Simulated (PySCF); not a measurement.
# Ir²⁺ (iridium, charge +2): PBE calculation

Configuration: [Xe] 4f14 5d7, high-spin 4F determinant. Calculation: PySCF 2.14, in ANO-RCC-VTZP (8s7p5d3f1g, 84 functions); the spin-free X2C one-electron Hamiltonian (Gaussian nucleus).

- Total energy: -17827.97 hartree
- One-electron energy: -24389.76 hartree
- Hartree (Coulomb) energy: 6914.53 hartree
- Exchange-correlation energy: -352.74 hartree
- ⟨S²⟩: 3.7513
- ⟨L²⟩: 12.009
- Sum of ⟨r⟩: 39.78 bohr
- Sum of ⟨r²⟩: 42.60 bohr²
- Langevin diamagnetic susceptibility: -33.7 ×10⁻⁶ cm³/mol

```
shell  electrons  mean orbital energy (eV)  spread (eV)  rms radius, mean of both spins (bohr)
 1s β          1                  -75860.7            0                                 0.0197
 1s α          1                  -75860.7            0                                 0.0197
 2s α          1                  -13287.5            0                                 0.0796
 2s β          1                  -13287.3            0                                 0.0796
 2p α          3                  -11594.9            0                                 0.0727
 2p β          3                  -11594.8            0                                 0.0727
 3s α          1                   -3123.6            0                                  0.203
 3s β          1                   -3123.5            0                                  0.203
 3p α          3                   -2625.6            0                                  0.205
 3p β          3                   -2625.6            0                                  0.205
 3d α          5                   -2055.6        0.098                                  0.187
 3d β          5                   -2055.5            0                                  0.187
 4s α          1                   -680.33            0                                  0.450
 4s β          1                   -680.16            0                                  0.450
 4p α          3                   -515.91            0                                  0.479
 4p β          3                   -515.75            0                                  0.479
 4d α          5                   -308.32        0.262                                  0.515
 4d β          5                   -308.13        0.110                                  0.515
 5s α          1                   -115.83            0                                   1.04
 5s β          1                   -114.32            0                                   1.04
 4f α          7                   -80.252        0.371                                  0.592
 4f β          7                   -79.935        0.091                                  0.592
 5p α          3                   -73.368            0                                   1.20
 5p β          3                   -71.460            0                                   1.20
 5d α          5                   -25.253        0.810                                   1.76
 5d β          2                   -23.550            0                                   1.76
```

Spin-orbit coupling, absent here, splits the open shell strongly.

Densities and radii are taken from the X2C orbitals without a picture-change correction, which distorts them close to the nucleus.
